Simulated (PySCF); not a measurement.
# One molecule, several mistakes: Al2BCH5

All numbers below are calculated, not measured. They come from PySCF 2.14.0, an open-source quantum chemistry program, on an isolated molecule that a program drew, which may never have been made. The molecule is Al2BCH5 (charge 0, singlet), drawn as the SMILES string `[Al][CH2][BH][AlH2]`.

Each row is a Hartree-Fock (HF) and frozen-core CCSD(T) single point in the cc-pV(D+d)Z basis, meant for a local HF minimum. Run 1 is clean. Each other run has one planted mistake out of seven kinds, and not every kind appears here: one electron removed, one electron added, multiplicity raised by two, geometry at a saddle point, minimal basis STO-3G, one bond length entered in bohr, all coordinates scaled. The reference is restricted for singlets and unrestricted otherwise, and also for a bond in bohr. Adding or removing an electron swaps singlet and doublet. Electrons count all cores. HOMO and LUMO are orbital energies over both spins, the gradient is its largest component, and the lowest frequency (negative if imaginary) is given only where the gradient is small. Bond lengths are over the 8 bonds as drawn. T1 is the CCSD diagnostic: over 0.02 (restricted) or 0.045 (unrestricted) a single reference is doubtful.

Geometry of the clean run:
```xyz
9
Al2BCH5, angstrom
Al    0.0834    0.4973    2.4273
C    -1.0319   -0.2432    0.8819
B    -1.1847    0.7251   -0.2983
Al   -2.8342    2.0816   -0.6094
H    -0.4043   -1.1302    0.6923
H    -1.9393   -0.5453    1.4255
H    -0.2554    0.7708   -1.0781
H    -3.0361    3.3782    0.2982
H    -3.9174    1.8571   -1.7531
```

```
run,electrons,basis functions,<S^2>,HOMO (eV),LUMO (eV),gradient (hartree/bohr),lowest frequency (cm^-1),mean bond (Å),longest bond (Å),T1,HF (hartree),CCSD(T) (hartree),mistake
1,42,99,0.000,-7.91,0.83,9.7e-06,67,1.5426,2.158,0.0163,-549.24561,-549.65454,no fault
2,42,99,0.789,-7.94,0.46,1.7e-02,-,1.6653,2.158,0.0651,-549.12894,-549.53514,one bond length entered in bohr
3,42,99,0.000,-7.88,0.94,4.6e-02,-,1.4454,2.022,0.0156,-549.21533,-549.62170,all coordinates scaled
4,43,99,0.799,-0.17,4.47,2.1e-02,-,1.5426,2.158,0.0480,-549.23237,-549.65880,?
5,42,99,2.010,-6.31,-0.15,1.6e-02,-,1.5426,2.158,0.0257,-549.19295,-549.57550,?
```

**Which mistake was planted in run 4, and what did it cost?**

It counts 43 electrons, one more than the clean run, at the same geometry and basis. So the mistake is: one electron added. Subtracting run 1 and multiplying by 627.51 kcal/mol a hartree, the energy moved by 8.3 kcal/mol in HF and -2.7 kcal/mol in CCSD(T).

**Which mistake was planted in run 5, and what did it cost?**

Electrons, basis and geometry are unchanged, and <S^2> is 2.010, beside S(S+1) = 2.00 for a multiplicity of 3. So the mistake is: multiplicity raised by two. Subtracting run 1 and multiplying by 627.51 kcal/mol a hartree, the energy moved by 33.0 kcal/mol in HF and 49.6 kcal/mol in CCSD(T).

Cautions from the logs. Run 2: T1 is over the limit, so its CCSD(T) energy is less reliable; run 4: T1 is over the limit, so its CCSD(T) energy is less reliable.
